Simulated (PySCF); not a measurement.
## Fe²⁺: ionisation energy

Fe²⁺ [Ar] 3d6 (5D) → Fe³⁺ [Ar] 3d5 (6S), as a difference of total energies. All numbers are calculated (PySCF 2.14, the non-relativistic Hamiltonian (point nucleus), in def2-QZVPPD). Correlated levels: valence: [Ar] frozen; valence and next inner shell: [Ne] frozen. The calculations carry no spin-orbit coupling.

**Question.** Order these methods by the ionisation energy they give, lowest first.
A. TPSSh
B. PBE
C. wB97X
D. r2SCAN

**Answer.** D (31.017 eV), C (31.143 eV), A (31.419 eV), B (31.696 eV).

A first-order spin-orbit estimate (lowest level to lowest level, LS coupling) adds 0.060 eV.

These non-relativistic numbers lack the scalar-relativistic shift.

Errors of the correlated levels include the incompleteness of this basis and the frozen core.

For comparison: 30.651 ± 0.012 eV (measured; NIST Atomic Spectra Database, ionization energies).
